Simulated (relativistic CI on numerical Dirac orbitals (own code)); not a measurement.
Al2+: from the plainest model towards the measured levels

Calculated with a relativistic CI code on KLI orbitals (one set per configuration, finite nucleus), adding one ingredient at a time: step 1, Dirac-Coulomb, each configuration alone; step 2, with Breit and QED terms; step 3, with configuration mixing; step 4, with scaled Slater integrals (0.85); step 5, with a P86 correlation estimate; step 6, tied to the ionisation limit. P86 is a density functional for the correlation energy, evaluated here for each configuration and added to its levels. Step 6 is semi-empirical: configurations made of the next ion and one excited electron move by 889 cm⁻¹, so that their limit matches the tabulated ionisation energy, and those with a non-penetrating f or g electron also take the P86 value of the least penetrating other one.

CI space (outside the closed core [Ne]): 3s, 3p, 3d, 4s, 4p, 4d, 4f, 5s, 5p, 5d, 5f, 6s, 6p, 6d, 7s, 7p.

Computed minus measured energy above the ground level, in cm⁻¹, for 15 of the 26 excited levels that pair in every step (one J of a term; a digit in brackets numbers repeated terms):

| Configuration | Term | J | Measured | Step 1 | Step 2 | Step 3 | Step 4 | Step 5 | Step 6 |
| --- | --- | --- | --- | --- | --- | --- | --- | --- | --- |
| 3p | 2P° | 1/2 | 53683 | -898 | -913 | -912 | -912 | -695 | 194 |
| 3d | 2D | 5/2 | 115956 | -1879 | -1920 | -1920 | -1920 | -1506 | -617 |
| 4s | 2S | 1/2 | 126164 | -2150 | -2177 | -2176 | -2176 | -1205 | -316 |
| 4p | 2P° | 1/2 | 143633 | -2322 | -2353 | -2352 | -2352 | -1065 | -175 |
| 4d | 2D | 5/2 | 165786 | -2537 | -2577 | -2576 | -2576 | -1032 | -143 |
| 4f | 2F° | 5/2 | 167613 | -3084 | -3123 | -3122 | -3122 | 512 | 99 |
| 5s | 2S | 1/2 | 170637 | -2725 | -2758 | -2757 | -2757 | -1343 | -453 |
| 5p | 2P° | 1/2 | 178433 | -2759 | -2794 | -2793 | -2793 | -1149 | -260 |
| 5d | 2D | 5/2 | 188878 | -2812 | -2852 | -2851 | -2851 | -941 | -52 |
| 5f | 2F° | 5/2 | 189876 | -3124 | -3163 | -3162 | -3162 | 472 | 59 |
| 6s | 2S | 1/2 | 191484 | -2940 | -2976 | -2975 | -2975 | -1129 | -239 |
| 6p | 2P° | 1/2 | 195622 | -2943 | -2980 | -2979 | -2979 | -970 | -80 |
| 6d | 2D | 5/2 | 201375 | -2949 | -2988 | -2987 | -2987 | -773 | 117 |
| 7s | 2S | 1/2 | 202922 | -3038 | -3076 | -3075 | -3075 | -863 | 26 |
| 7p | 2P° | 1/2 | 205376 | -3035 | -3072 | -3071 | -3071 | -740 | 150 |

Mean absolute errors in cm⁻¹, over all paired levels and for the first 12 configurations:

| Configuration, levels | Step 1 | Step 2 | Step 3 | Step 4 | Step 5 | Step 6 |
| --- | --- | --- | --- | --- | --- | --- |
| all, 26 | 2598 | 2634 | 2633 | 2633 | 933 | 189 |
| 3p, 2 | 898 | 919 | 919 | 919 | 702 | 188 |
| 3d, 2 | 1878 | 1918 | 1919 | 1919 | 1505 | 615 |
| 4s, 1 | 2150 | 2177 | 2176 | 2176 | 1205 | 316 |
| 4p, 2 | 2323 | 2356 | 2355 | 2355 | 1068 | 178 |
| 4d, 2 | 2536 | 2576 | 2575 | 2575 | 1031 | 141 |
| 4f, 2 | 3084 | 3123 | 3122 | 3122 | 512 | 98 |
| 5s, 1 | 2725 | 2758 | 2757 | 2757 | 1343 | 453 |
| 5p, 2 | 2760 | 2796 | 2795 | 2795 | 1151 | 262 |
| 5d, 2 | 2812 | 2851 | 2850 | 2850 | 941 | 51 |
| 5f, 2 | 3124 | 3163 | 3162 | 3162 | 472 | 59 |
| 6s, 1 | 2940 | 2976 | 2975 | 2975 | 1129 | 239 |
| 6p, 2 | 2944 | 2981 | 2980 | 2980 | 971 | 82 |

Measured levels: NIST levels in Kelleher and Podobedova, J. Phys. Chem. Ref. Data 37, 709 (2008).

**Question.** What does each ingredient do to the ground and the excited configurations, and where is the model closest to experiment?

**Answer.** Mixing lowers the ground level by 1; relative to it the configurations that move most are 6d by +1, 5d by +1, 6s by +1. The P86 estimate moves 4f by +3635, 5f by +3634, 7p by +2332, and takes the mean absolute error of the excited configurations from 2633 to 933. Step 6 takes that error from 933 to 189; the error more than halves for 3p, 3d, 4s, 4p, 4d, 5s, 5p, 5d; 4f, 5f gain from the shift and the changed P86 value together. The mean absolute error is lowest at step 6 (189 cm⁻¹), and the largest single drop is from step 4 to 5 (2633 to 933).
